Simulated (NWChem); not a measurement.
System: BNH$_{2}$Cl$_{2}$; SMILES NB(Cl)Cl

NWChem input:

```
start job
memory heap 200 mb stack 900 mb global 1100 mb
geometry units angstroms noautosym nocenter noautoz
  B      0.000000     0.000000    -0.333253
  Cl     1.535415     0.000000     0.559285
  Cl    -1.535415     0.000000     0.559285
  N      0.000000     0.000000    -1.730568
  H     -0.861000     0.000000    -2.276915
  H      0.861000     0.000000    -2.276915
end
basis spherical
  B library 6-31g*
  Cl library 6-31g*
  N library 6-31g*
  H library 6-31g*
end
dft
  xc hfexch
  iterations 150
  mulliken
end
task dft energy
esp
  recalculate
  probe 0.07
  range 0.3
  factor 1.0
  spacing 0.02
end
task esp
```

Excerpt of the output:

```
             Northwest Computational Chemistry Package (NWChem) 7.3.0
             --------------------------------------------------------

                             Geometry "geometry" -> ""
                             -------------------------

 Output coordinates in angstroms (scale by  1.889725989 to convert to a.u.)

  No.       Tag          Charge          X              Y              Z
 ---- ---------------- ---------- -------------- -------------- --------------
    1 B                    5.0000     0.00000000     0.00000000    -0.33325300
    2 Cl                  17.0000     1.53541500     0.00000000     0.55928500
    3 Cl                  17.0000    -1.53541500     0.00000000     0.55928500
    4 N                    7.0000     0.00000000     0.00000000    -1.73056800
    5 H                    1.0000    -0.86100000     0.00000000    -2.27691500
    6 H                    1.0000     0.86100000     0.00000000    -2.27691500

 Effective nuclear repulsion energy (a.u.)     180.4711354201

  xc_inp: hfexch multiplicative factor not found.

                                 NWChem DFT Module
                                 -----------------

 Summary of "ao basis" -> "ao basis" (spherical)
 ------------------------------------------------------------------------------
       Tag                 Description            Shells   Functions and Types
 ---------------- ------------------------------  ------  ---------------------
 B                           6-31g*                  6       14   3s2p1d
 Cl                          6-31g*                  8       18   4s3p1d
 N                           6-31g*                  6       14   3s2p1d
 H                           6-31g*                  2        2   2s

            General Information
            -------------------
          SCF calculation type: DFT
          Wavefunction type:  closed shell.
          No. of atoms     :     6
          No. of electrons :    48
           Alpha electrons :    24
            Beta electrons :    24
          Charge           :     0
          Spin multiplicity:     1
          Use of symmetry is: off; symmetry adaption is: off
          Maximum number of iterations: 150
          AO basis - number of functions:    68
                     number of shells:    32
          Convergence on energy requested:  1.00D-06
          Convergence on density requested:  1.00D-05
          Convergence on gradient requested:  5.00D-04

              XC Information
              --------------
                     Hartree-Fock (Exact) Exchange  1.000

      Superposition of Atomic Density Guess
      -------------------------------------

 Sum of atomic energies:        -998.71745725

      Non-variational initial energy
      ------------------------------

 Total energy =   -1000.158280
 1-e energy   =   -1736.499446
 2-e energy   =     555.870031
 HOMO         =      -0.359247
 LUMO         =       0.095538

     ---------------------------------------------
      Total Density - Mulliken Population Analysis
     ---------------------------------------------

    Atom       Charge   Shell Charges
 -----------   ------   -------------------------------------------------------
    1 B    5     4.22   2.00  0.54  0.97  0.31  0.31  0.09
    2 Cl  17    17.31   2.00  2.00  5.98  1.38  3.70  0.55  1.70  0.01
    3 Cl  17    17.31   2.00  2.00  5.98  1.38  3.70  0.55  1.70  0.01
    4 N    7     8.04   2.00  0.81  2.65  0.79  1.78  0.01
    5 H    1     0.56   0.40  0.16
    6 H    1     0.56   0.40  0.16

   convergence    iter        energy       DeltaE   RMS-Dens  Diis-err
 ---------------- ----- ----------------- --------- --------- ---------
 d= 0,ls=0.0,diis     1   -999.3367489446 -1.18D+03  9.25D-03  3.65D-01
 d= 0,ls=0.0,diis     2   -999.3851603176 -4.84D-02  3.08D-03  7.18D-02
 d= 0,ls=0.0,diis     3   -999.3942824968 -9.12D-03  1.04D-03  3.21D-03
 d= 0,ls=0.0,diis     4   -999.3949638131 -6.81D-04  2.48D-04  1.10D-04
 d= 0,ls=0.0,diis     5   -999.3949879027 -2.41D-05  9.17D-05  1.32D-05
  Resetting Diis
 d= 0,ls=0.0,diis     6   -999.3949913597 -3.46D-06  4.01D-05  1.77D-06
 d= 0,ls=0.0,diis     7   -999.3949918901 -5.30D-07  6.49D-06  9.46D-08

         Total DFT energy =     -999.394991890101
      One electron energy =    -1738.666916838272
           Coulomb energy =      625.237429203527
    Exchange-Corr. energy =      -66.436639675475
 Nuclear repulsion energy =      180.471135420119

 Numeric. integr. density =        0.000000000000

                       DFT Final Molecular Orbital Analysis
                       ------------------------------------

 Vector   22  Occ=2.000000D+00  E=-4.610163D-01
              MO Center= -1.1D-13,  5.7D-16,  5.4D-01, r^2= 3.5D+00
   Bfn.  Coefficient  Atom+Function         Bfn.  Coefficient  Atom+Function
  ----- ------------  ---------------      ----- ------------  ---------------
    22      0.512508  2 Cl py                40     -0.512508  3 Cl py
    26      0.297854  2 Cl py                44     -0.297854  3 Cl py
    18     -0.198333  2 Cl py                36      0.198333  3 Cl py
    10      0.032052  1 B  d -2

 Vector   23  Occ=2.000000D+00  E=-4.476936D-01
              MO Center= -4.5D-13, -7.8D-16,  5.1D-01, r^2= 3.6D+00
   Bfn.  Coefficient  Atom+Function         Bfn.  Coefficient  Atom+Function
  ----- ------------  ---------------      ----- ------------  ---------------
    23     -0.378455  2 Cl pz                41      0.378455  3 Cl pz
    21      0.367393  2 Cl px                39      0.367393  3 Cl px
    25      0.213022  2 Cl px                27     -0.212237  2 Cl pz
    43      0.213022  3 Cl px                45      0.212237  3 Cl pz
    19      0.145569  2 Cl pz                37     -0.145569  3 Cl pz

 Vector   24  Occ=2.000000D+00  E=-4.375729D-01
              MO Center=  2.5D-13,  1.4D-15, -8.7D-01, r^2= 3.0D+00
   Bfn.  Coefficient  Atom+Function         Bfn.  Coefficient  Atom+Function
  ----- ------------  ---------------      ----- ------------  ---------------
    54      0.467804  4 N  py                58      0.424939  4 N  py
    22     -0.314105  2 Cl py                40     -0.314105  3 Cl py
    26     -0.185913  2 Cl py                44     -0.185913  3 Cl py
    18      0.121040  2 Cl py                36      0.121040  3 Cl py
     4      0.077229  1 B  py                11     -0.040562  1 B  d -1

 Vector   25  Occ=0.000000D+00  E= 1.565870D-01
              MO Center=  9.2D-15,  3.2D-15, -3.1D-01, r^2= 2.6D+00
   Bfn.  Coefficient  Atom+Function         Bfn.  Coefficient  Atom+Function
  ----- ------------  ---------------      ----- ------------  ---------------
     8      0.895880  1 B  py                58     -0.466468  4 N  py
     4      0.452915  1 B  py                26     -0.307247  2 Cl py
    44     -0.307247  3 Cl py                54     -0.235599  4 N  py
    22     -0.184787  2 Cl py                40     -0.184787  3 Cl py
    18      0.069722  2 Cl py                36      0.069722  3 Cl py

 Vector   26  Occ=0.000000D+00  E= 2.122496D-01
              MO Center= -7.7D-13, -3.7D-16, -2.2D+00, r^2= 3.4D+00
   Bfn.  Coefficient  Atom+Function         Bfn.  Coefficient  Atom+Function
  ----- ------------  ---------------      ----- ------------  ---------------
    56      1.683505  4 N  s                 66     -1.158090  5 H  s
    68     -1.158090  6 H  s                 59     -0.453671  4 N  pz
     6     -0.416908  1 B  s                 52      0.144406  4 N  s
    55     -0.144910  4 N  pz                20      0.132805  2 Cl s
    38      0.132805  3 Cl s                 51     -0.112484  4 N  s

 Vector   27  Occ=0.000000D+00  E= 2.371823D-01
              MO Center= -4.0D-12, -3.0D-15,  3.6D-01, r^2= 4.3D+00
   Bfn.  Coefficient  Atom+Function         Bfn.  Coefficient  Atom+Function
  ----- ------------  ---------------      ----- ------------  ---------------
     6      2.471065  1 B  s                 24     -0.956201  2 Cl s
    25      0.952538  2 Cl px                42     -0.956201  3 Cl s
    43     -0.952538  3 Cl px                 9      0.911087  1 B  pz
    27      0.331365  2 Cl pz                45      0.331365  3 Cl pz
     5      0.279649  1 B  pz                59     -0.271018  4 N  pz

[...]

                     NWChem Electrostatic Potential Fit Module
                     -----------------------------------------

 Atom parameters

 Number of atoms is                                    6
 Number of basis functions is                         68

 Grid parameters

 Maximum number of grid points is                  29314
 Number of grid points is                          29313
 Grid range                                     0.300000 nm
 Grid spacing                                   0.020000 nm
 Probe radius                                   0.070000 nm
 Atom radius factor                             1.000000

 Atomic radii

    1    0.100000
    5    0.158000
    7    0.140000
   17    0.169000
 FASTESP  F
  using M.O. file = ./job.movecs

    Atom              Coordinates                           Charge

                                                  ESP

    1 B     0.000000    0.000000   -0.033325    0.675697
    2 Cl    0.153542    0.000000    0.055929   -0.261926
    3 Cl   -0.153542    0.000000    0.055929   -0.260725
    4 N     0.000000    0.000000   -0.173057   -0.929150
    5 H    -0.086100    0.000000   -0.227692    0.387444
    6 H     0.086100    0.000000   -0.227692    0.388659
                                            ------------
                                               -0.000000

 Dipole moment                                  1.278688

 Quadrupole moment Qxx                         -3.300771
                   Qyy                          3.735708
                   Qzz                         -0.434937

 RMS deviation kJ/mol                           0.089184

 RRMS %                                        28.297002
```

Level: Hartree-Fock/6-31G* (spherical d). All runs use the structure optimised with PBE-D3(BJ)/def2-SVP.
